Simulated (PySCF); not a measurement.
CH₄AlFOS. Atoms are numbered in the order given.

```xyz
9

Al     0.0134     0.8059     0.0000
F     -0.9498     2.1612     0.0000
O      1.7049     0.9265     0.0000
H      2.2260     1.7338     0.0000
S     -0.8844    -1.1584     0.0000
C      0.6426    -2.2088     0.0000
H      1.5547    -1.5991     0.0000
H      0.6247    -2.8433     0.8962
H      0.6247    -2.8433    -0.8962
```
Charge 0, spin multiplicity 1.

Geometry optimised at B3LYP-D3(BJ)/def2-SVP. The structure was generated by enumeration; whether it is a known compound was not checked. One conformer was computed; it need not be the lowest.

Level of theory: PBE/def2-TZVP (PySCF).

ESP charges are fitted to the potential on shells at 1.4 to 2.0 van der Waals radii. Atomic charges (e):

| atom | Mulliken | Löwdin | meta-Löwdin | ESP fit |
|---|---|---|---|---|
| Al1 | 0.58 | -0.37 | 1.09 | 0.87 |
| F2 | -0.31 | -0.01 | -0.51 | -0.38 |
| O3 | -0.50 | -0.11 | -0.76 | -0.72 |
| H4 | 0.31 | 0.18 | 0.35 | 0.41 |
| S5 | -0.20 | 0.43 | -0.20 | -0.30 |
| C6 | -0.33 | -0.48 | -0.38 | -0.23 |
| H7 | 0.17 | 0.12 | 0.15 | 0.09 |
| H8 | 0.14 | 0.11 | 0.14 | 0.13 |
| H9 | 0.14 | 0.11 | 0.14 | 0.13 |
